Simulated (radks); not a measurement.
Results of a calculation; reference values are marked as such.
All-electron atom: Ca in [Ar] 4s1 4p1 (not the ground configuration).

Code: a radial shooting solver on a logarithmic mesh with Libxc functionals. Model: non-relativistic Kohn-Sham, PBEsol, spin-unpolarised, spherical densities, point nucleus.

Energy parts (eV):
| part | energy |
|---|---|
| total | -18406.133 |
| kinetic | 18385.347 |
| electron-nucleus | -43577.411 |
| Hartree | 7735.192 |
| exchange-correlation | -949.261 |

Orbitals (lengths in bohr, moments of r in powers of bohr; <r^-3> diverges for s and p1/2; r(90%) holds 90 % of the orbital's charge):
\begin{tabular}{lrrrrr}
orbital & occ. & eigenvalue (eV) & r(90%) & <r^-3> & <r> \\ \hline
1s & 2 & -3924.022 & 0.138 & - & 0.07744 \\
2s & 2 & -411.4437 & 0.571 & - & 0.3672 \\
2p & 6 & -335.5590 & 0.542 & 182.9 & 0.3289 \\
3s & 2 & -47.8986 & 1.74 & - & 1.162 \\
3p & 6 & -29.3270 & 1.96 & 19.30 & 1.270 \\
4s & 1 & -4.3787 & 5.91 & - & 3.960 \\
4p & 1 & -1.9393 & 7.80 & 0.9772 & 5.160 \\
\end{tabular}

The highest occupied level is 4p at -1.939 eV. Virial ratio -V/T = 2.00113. The density falls to 0.001 e/bohr^3 at r = 5.24 bohr.
